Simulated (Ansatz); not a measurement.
Total energies of Zn3O6H6, a hydroxylated oxide cluster from Ansatz at PBE0-D4/def2-TZVP, gas phase (1 Eh = 27.2114 eV = 2625.5 kJ/mol). The reference geometry is relaxed at r2SCAN-D4/def2-SVP.

```xyz
15

Zn    1.585    0.337    2.429
Zn   -0.009   -0.063    0.016
Zn   -1.649   -0.405   -2.374
O     0.873   -1.111    1.392
O     0.214   -0.268   -1.910
O     2.540    0.449    3.943
O     0.773    1.399    1.043
O    -2.766   -0.606   -3.762
O    -1.884   -0.222   -0.477
H     1.033   -2.055    1.481
H     0.957   -0.017   -2.466
H     2.753    1.363    4.169
H     0.530    2.329    1.066
H    -2.291   -0.691   -4.599
H    -2.660   -0.437    0.048
```

```json
{"state": "charge 0 singlet", "geometry": "reference", "energy (Eh)": "-5792.35049"}
{"state": "charge 1 doublet", "geometry": "reference", "energy (Eh)": "-5792.01004"}
{"state": "charge 1 doublet", "geometry": "relaxed at r2SCAN-D4/def2-SVP", "energy (Eh)": "-5792.01688"}
{"state": "charge -1 doublet", "geometry": "reference", "energy (Eh)": "-5792.34240"}
{"state": "charge -1 doublet", "geometry": "relaxed at r2SCAN-D4/def2-SVP", "energy (Eh)": "-5792.34927"}
{"state": "free Zn atom (singlet)", "geometry": "–", "energy (Eh)": "-1779.14424"}
{"state": "free O atom (triplet)", "geometry": "–", "energy (Eh)": "-75.01860"}
{"state": "free H atom (doublet)", "geometry": "–", "energy (Eh)": "-0.50104"}
```

Q: Work out the vertical ionisation energy to the doublet.

A: E(charge 1 doublet) − E(charge 0 singlet) = -5792.01004 − (-5792.35049) = 0.34045 Eh = 9.26 eV. For comparison, −ε of the highest occupied level is 7.63 eV at this level, 1.63 eV less.

Q: Work out the vertical electron affinity, to the doublet.

A: E(charge 0 singlet) − E(charge -1 doublet) = -5792.35049 − (-5792.34240) = -0.00809 Eh = -0.22 eV; negative, so the extra electron isn't bound. The basis lacks diffuse functions, which makes affinities too small.

Q: Give the fundamental gap IE − EA, the Mulliken electronegativity (IE + EA)/2 and the hardness (IE − EA)/2.

A: From the values in Eh: IE − EA = 0.34045 − (-0.00809) = 0.34854 Eh = 9.48 eV; (IE + EA)/2 = 4.52 eV; (IE − EA)/2 = 4.74 eV. The HOMO–LUMO gap of the same run is 6.57 eV, 2.91 eV smaller than the fundamental gap.

Q: How much does the charge 1 doublet relax, and what is the adiabatic ionisation energy?

A: Relaxation: -5792.01004 − (-5792.01688) = 0.00684 Eh = 0.19 eV. Adiabatic ionisation energy: 0.33361 Eh = 9.08 eV, without zero-point energy. 

Q: How much does the charge -1 doublet relax, and what is the adiabatic electron affinity?

A: Relaxation: -5792.34240 − (-5792.34927) = 0.00687 Eh = 0.19 eV. Adiabatic electron affinity: -0.00122 Eh = -0.03 eV, without zero-point energy. 

Q: What is the binding energy per atom against free atoms?

A: Atoms: 3 × (-1779.14424) + 6 × (-75.01860) + 6 × (-0.50104) = -5790.55056 Eh. Binding: -5790.55056 − (-5792.35049) = 1.79993 Eh = 48.98 eV, or 3.27 eV for each of 15 atoms (no zero-point energy, no counterpoise term).

At PBE0-D4/def2-TZVP the highest occupied level of the charge -1 doublet lies above zero (up to 1.53 eV). Energy differences disagree on whether the electron is bound (positive means bound): -0.22 eV (vertical, to the charge 0 singlet, at PBE0-D4/def2-TZVP), but 0.14 eV at PBE-D4/def2-TZVP. At PBE0-D4/def2-TZVP the highest occupied level of the relaxed charge -1 doublet lies above zero (up to 1.17 eV). Energy differences put its binding near zero (-0.03 eV; each at its own geometry, to the charge 0 singlet, at PBE0-D4/def2-TZVP), which leaves it undecided.
